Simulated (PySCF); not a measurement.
Geometry (Å), atoms numbered from 1 in this order:
```xyz
17

Si    1.254    1.805    1.400
Cl    1.204    1.980    3.445
Cl    3.216    1.817    0.792
Cl    0.330    3.449    0.583
C     0.410    0.250    0.851
C     0.373    0.072   -0.667
C    -0.289   -1.225   -1.126
C    -1.758   -1.348   -0.754
H     0.938   -0.591    1.337
H    -0.604    0.274    1.285
H    -0.153    0.931   -1.118
H     1.403    0.108   -1.058
H    -0.183   -1.294   -2.221
H     0.274   -2.082   -0.715
H    -2.195   -2.273   -1.160
H    -1.908   -1.372    0.337
H    -2.342   -0.502   -1.151
```

- σ from GIAO-KT2/pcSseg-1
- structure optimised with PBE0-D3(BJ)/def2-SVP
- program: PySCF 2.14.0 with density-fitted response routines
- one computed conformer, non-relativistic Hamiltonian, averaged over atoms made equivalent by symmetry, fast rotation or ring inversion, no solvent

Chemical shifts δ = σref − σ; TMS for ¹³C (σref 183.22) and ¹H (σref 31.18) and ²⁹Si (σref 361.05); HCl for ³⁵Cl (σref 942.74), all at this level.

| atoms | nucleus | count | δ (ppm) |
| --- | --- | --- | --- |
| C8 | ¹³C | 1 | ? |
| H11/H12 | ¹H | 2 | 1.46 |
| H15/H16/H17 | ¹H | 3 | 0.92 |
| H9/H10 | ¹H | 2 | 1.06 |
| Si1 | ²⁹Si | 1 | 41.4 |
| H13/H14 | ¹H | 2 | 1.45 |
| C6 | ¹³C | 1 | ? |
| C5 | ¹³C | 1 | 28.4 |
| C7 | ¹³C | 1 | 27.9 |
| Cl2/Cl3/Cl4 | ³⁵Cl | 3 | ? |

**Question.** Fill in the missing shifts.

**Answer.** 
- C6: 26.9 ppm, carbon bonded to 2 C, 2 H
- C8: 13.4 ppm, carbon bonded to C, 3 H
- Cl2/Cl3/Cl4: 153 ppm, chlorine bonded to Si

Shifts are as computed. Against solution values, carbons near 30 ppm lie about +2 ppm off and those near 130 ppm about -5 ppm. Of 1211 compounds with measured shifts, 218 miss one by over three times the rms of a fit or turn the order of signals round; such compounds aren't used in these exercises. The averaged Cl atoms aren't alike in the static structure (σ from 779 to 795 ppm); the average presumes fast exchange among these sites.
